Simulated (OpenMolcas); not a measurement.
**Worked example: vertical ionisation energy of GeSiH4O (SMILES [SiH3][O][GeH])**

GeSiH4O: 7 atoms, total charge 0, spin state singlet. SMILES: `[SiH3][O][GeH]`. The coordinates come from a PBE0-D4/def2-TZVP relaxation. This is one conformer, not always the lowest.

```jsonl
{"atom": "Si", "x (Å)": "-0.7417", "y (Å)": "0.6509", "z (Å)": "-0.2965"}
{"atom": "O", "x (Å)": "0.5335", "y (Å)": "-0.1393", "z (Å)": "0.3737"}
{"atom": "Ge", "x (Å)": "1.2614", "y (Å)": "-1.7562", "z (Å)": "0.1342"}
{"atom": "H", "x (Å)": "-1.4092", "y (Å)": "-0.1976", "z (Å)": "-1.3238"}
{"atom": "H", "x (Å)": "-0.2609", "y (Å)": "1.9013", "z (Å)": "-0.9375"}
{"atom": "H", "x (Å)": "-1.7225", "y (Å)": "0.9881", "z (Å)": "0.7664"}
{"atom": "H", "x (Å)": "2.4008", "y (Å)": "-1.5151", "z (Å)": "1.2380"}
```

Both states at this one shape; open shells run unrestricted unless said. 1 Eh = 27.2114 eV.

```tsv
level	program	singlet GeSiH4O (Eh)	doublet GeSiH4O+ (Eh)	HOMO of the first (eV)
SVWN5/def2-SVP	OpenMolcas	-2438.852779	-2438.523636	-5.71
BLYP/def2-SVP	OpenMolcas	-2443.769029	-2443.448373	-5.50
B3LYP/6-31G* (spherical functions)	OpenMolcas	-2443.906542	-2443.573475	-6.55
```

Work out the vertical ionisation energy at each level.


1. SVWN5/def2-SVP: -2438.523636 − (-2438.852779) = 0.329143 Eh = 8.96 eV; −ε(HOMO) = 5.71 eV.
2. BLYP/def2-SVP: -2443.448373 − (-2443.769029) = 0.320656 Eh = 8.73 eV; −ε(HOMO) = 5.50 eV.
3. B3LYP/6-31G* (spherical functions): -2443.573475 − (-2443.906542) = 0.333067 Eh = 9.06 eV; −ε(HOMO) = 6.55 eV.

No measured value is set beside it here; the levels span 8.73 to 9.06 eV. In semi-local functionals −ε(HOMO) lies far under the ionisation energy, a result of self-interaction, while the difference of totals does much better. All-electron rows are non-relativistic unless named.
